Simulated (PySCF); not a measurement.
KI, SMILES [K][I].

The structure is a stationary point at PBE0-D3(BJ)/def2-TZVPD. The def2 effective core potentials stand for the cores of I; spin–orbit coupling is left out.

Calculation: PBE0-D3(BJ)/def2-TZVPD in PySCF.

Frequencies are harmonic and unscaled.

Computed harmonic wavenumbers and intensities:
```json
[
 {"mode": "1", "ν (cm⁻¹)": "182", "IR (km/mol)": "29.1", "Raman (Å⁴/amu)": "8.1", "depolarisation": "0.06", "moving atoms (share of kinetic energy)": "K 76 %, I 24 %"}
]
```
